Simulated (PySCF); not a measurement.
Computed IR spectrum (relative IR intensity) of a molecule C₂H₉FOSi₂. Geometry optimised at PBE-D3(BJ)/def2-SVP. The values are those of a single conformer. Method: PBE-D3(BJ)/def2-SVP run with PySCF. Frequencies are harmonic and unscaled.

Lines under 2 % of the strongest are left out, and lines within 2 cm⁻¹ are merged.

```tsv
ν (cm⁻¹)	relative intensity
120	2.8
149	3.4
164	3.7
183	2.7
326	23
355	54
440	2.9
545	8.7
660	35
697	49
770	9.3
792	96
816	30
868	100
892	12
911	100
930	12
969	13
1054	70
1101	2.0
1163	2.3
1234	22
1361	3.4
1383	9.0
1454	2.1
2134	60
2148	59
2157	67
2178	91
2908	45
2948	27
2992	6.2
3054	2.3
3720	32
```

Task: Pick the molecule that these values belong to.
A) C[SiH2][Si@@H](O)CF
B) OCC[SiH2][SiH2]F
C) F[SiH2]CCO[SiH3]
D) CO[SiH2][C@@H](F)[SiH3]

Result: B, OCC[SiH2][SiH2]F
